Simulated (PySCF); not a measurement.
Gas-phase reaction: 2 GeO2 + H2 ⇌ Ge2O2 + H2O2

Method: PySCF energies plus ideal-gas RRHO corrections (1 bar). † marks an energy on the PBE0/def2-TZVP geometry and frequencies; other levels use their own. MP2 and CCSD(T) freeze the core. All species are closed-shell singlets. B3LYP is the form with VWN-RPA correlation. Ge: all electrons, no relativistic terms. GeO2, Ge2O2: computed as isolated molecules; such fragments, hydroxides, amides, oligomers or adducts are transient or little studied in the gas. MP2 isn't extrapolated to the basis-set limit. CCSD(T) isn't extrapolated to the basis-set limit. Warning, large T1 diagnostic: GeO2 (CCSD(T)/def2-SVP†).

| level | ΔH°(298 K), kJ |
|---|---|
| B3LYP/def2-TZVP† | … |
| CCSD(T)/def2-SVP† | -238 |
| MP2/def2-TZVPP† | -160 |
| PBE0/def2-TZVP | … |
| r2SCAN/def2-TZVP† | … |
| ωB97M-V/def2-TZVP† | -298 |
| ωB97X-V/def2-TZVP† | -279 |

Task: What belongs in the gaps?

Result: 
- B3LYP/def2-TZVP†, ΔH°(298 K), kJ: -244
- PBE0/def2-TZVP, ΔH°(298 K), kJ: -270
- r2SCAN/def2-TZVP†, ΔH°(298 K), kJ: -217
